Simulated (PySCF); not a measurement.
AlCl2, SMILES [Cl][Al][Cl], multiplicity 2. Atoms are numbered in the order given.

```xyz
3

Al     0.0000     0.0000     0.7762
Cl     0.0000    -1.8096    -0.2968
Cl     0.0000     1.8096    -0.2968
```
Charge 0, spin multiplicity 2.

The structure is a stationary point at r2SCAN-D4/def2-TZVP. The spin state was assumed, not searched. The isomer is the one that the SMILES or the coordinates give; other isomers of the formula were not compared.

Two levels are set side by side: PBE/pcH-1 (PySCF) and B3LYP/pcH-1 (PySCF). Contact hyperfine couplings, same geometry. Differences are taken from unrounded values.

| quantity | B3LYP | PBE | PBE minus B3LYP |
|---|---|---|---|
| A(iso) of 27Al, atom Al1 (MHz) | 1568.8 | 1461.6 | -107.2 |
| A(iso) of 35Cl, atom Cl2 (MHz) | 42.7 | 39.2 | -3.5 |
| A(iso) of 35Cl, atom Cl3 (MHz) | 42.7 | 39.2 | -3.5 |

Rough cost on one machine, each run with all the roots and properties that it gave: B3LYP against PBE within a factor of 2.
